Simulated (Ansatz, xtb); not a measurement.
Two isomers of H11NSi4

Structure I is `[SiH3]N[SiH]([SiH3])[SiH3]`, a singlet and structure II is `[SiH3][SiH2]N([SiH3])[SiH3]`, a singlet. Both are isolated molecules in the gas phase, relaxed with B3LYP/def2-SVP; each stands in its lowest conformer found.

I (Å):

```xyz
16

N     0.5130    0.0274    1.4285
Si   -1.1261    0.0607    2.0325
Si    1.2711   -0.9133    0.1488
Si    2.7987    0.4730   -1.0051
Si   -0.3153   -1.8077   -1.3556
H    -1.5212    1.4625    2.3612
H    -1.3321   -0.7627    3.2647
H    -2.0124   -0.4746    0.9610
H     1.1760    0.5648    1.9871
H     2.0542   -2.0787    0.6841
H     3.6281   -0.3219   -1.9608
H     2.0777    1.5361   -1.7680
H     3.7155    1.1446   -0.0316
H     0.4487   -2.5026   -2.4363
H    -1.1450   -0.7334   -1.9764
H    -1.2178   -2.8025   -0.7040
```

II (Å):

```yaml
atoms:
  - { symbol: N, position_ang: [1.0744, -0.9068, -0.3410] }
  - { symbol: Si, position_ang: [-0.9210, 0.7918, 1.9294] }
  - { symbol: Si, position_ang: [0.7713, -0.7740, 1.4018] }
  - { symbol: Si, position_ang: [2.2172, 0.1920, -1.1197] }
  - { symbol: Si, position_ang: [0.0964, -2.0042, -1.3202] }
  - { symbol: H, position_ang: [-1.1257, 0.8561, 3.4090] }
  - { symbol: H, position_ang: [-2.2137, 0.4045, 1.2879] }
  - { symbol: H, position_ang: [-0.5465, 2.1539, 1.4425] }
  - { symbol: H, position_ang: [0.3665, -2.1158, 1.9188] }
  - { symbol: H, position_ang: [2.0391, -0.3608, 2.0750] }
  - { symbol: H, position_ang: [1.5829, 1.4801, -1.5361] }
  - { symbol: H, position_ang: [3.3157, 0.5084, -0.1631] }
  - { symbol: H, position_ang: [2.7704, -0.4653, -2.3375] }
  - { symbol: H, position_ang: [-0.2642, -3.1956, -0.5003] }
  - { symbol: H, position_ang: [0.8832, -2.4222, -2.5149] }
  - { symbol: H, position_ang: [-1.1715, -1.3724, -1.7981] }
```

Question: Estimate E(II) − E(I) at the level CCSD(T)/def2-SVP + ΔMP2/def2-TZVPP.

Answer: Calculated at CCSD(T)/def2-SVP + ΔMP2/def2-TZVPP: E(II) − E(I) = −12.9 kcal/mol, so structure II lies lower.

The same difference at several levels:

```csv
level,geometry,E(II) − E(I) (kcal/mol),departure from the last row (kcal/mol),"job, with rough time for the two"
B3LYP/def2-SVP,B3LYP/def2-SVP,−9.6,+3.2,"optimisation, 10 min"
HF/def2-SVP,B3LYP/def2-SVP,−13.5,−0.7,part of the CCSD(T) run
MP2/def2-SVP,B3LYP/def2-SVP,−13.7,−0.8,part of the CCSD(T) run
CCSD(T)/def2-SVP,B3LYP/def2-SVP,−12.5,+0.4,single point
CCSD(T)/def2-SVP + ΔMP2/def2-TZVPP,B3LYP/def2-SVP,−12.9,,"single point, 2.5 min"
```

As drawn, II has 1 N–Si, 1 Si–H in place of 1 Si–Si, 1 N–H.

The levels shown agree on the order. The largest departure from CCSD(T)/def2-SVP + ΔMP2/def2-TZVPP is that of B3LYP/def2-SVP, 3.2 kcal/mol. Levels run at GFN2-xTB geometries aren't shown. The last row adds to CCSD(T) the change of the MP2 difference between the two basis sets, here −0.4 kcal/mol.

With thermal terms from frequencies at re-optimised GFN2-xTB minima (ideal gas, soft modes damped towards free rotors, one conformer each, 298.15 K, 1 atm): the zero-point term adds −0.8 kcal/mol; ΔH is −14.1 and ΔG −13.1 kcal/mol.

The correlated steps freeze 21 core orbitals. Codes used: Ansatz 0.2.0, xtb 6.7.1; the last row on 2 threads of Intel(R) Xeon(R) Processor @ 2.50GHz (Skylake/Cascade Lake) on a shared host.
